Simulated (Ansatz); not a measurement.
The same molecule with X = F, Cl, Br. Ansatz, PBE0-D4/def2-TZVP geometries, multiplicity 1. Each molecule was computed in one conformer, which needn't be the lowest.

Scalar relativity is left out up to krypton.

```tsv
X	molecule	mean X–Si bond length / Å	HOMO energy (PBE/def2-TZVPP) / eV	HOMO energy (B3LYP/def2-TZVPP) / eV	size of the dipole moment (PBE/def2-TZVPP) / D
Cl	`CO[Si]Cl`	2.116	-6.32	-7.23	1.79
Br	`CO[Si]Br`	2.297	-6.25	-7.12	1.96
```

Task: Give the row for X = F, `CO[Si]F`. (An estimate is asked.)

Result: Computed: 
| X | molecule | mean X–Si bond length / Å | HOMO energy (PBE/def2-TZVPP) / eV | HOMO energy (B3LYP/def2-TZVPP) / eV | size of the dipole moment (PBE/def2-TZVPP) / D |
| --- | --- | --- | --- | --- | --- |
| F | `CO[Si]F` | 1.622 | -6.43 | -7.41 | 1.52 |

From F to Br the mean X–Si bond length rises at each step, by 0.675 Å in all; the HOMO energy (PBE/def2-TZVPP) rises at each step, by 0.18 eV in all; the HOMO energy (B3LYP/def2-TZVPP) rises at each step, by 0.29 eV in all. Bonds lengthen as the atom grows down the group. Dipoles are sizes alone, and their direction can turn along the series.

B3LYP here is the variant with VWN-RPA as its local correlation; programs differ in this.

Spin–orbit coupling is left out; it splits and shifts lone-pair levels of the heavy atoms by tenths of an eV.
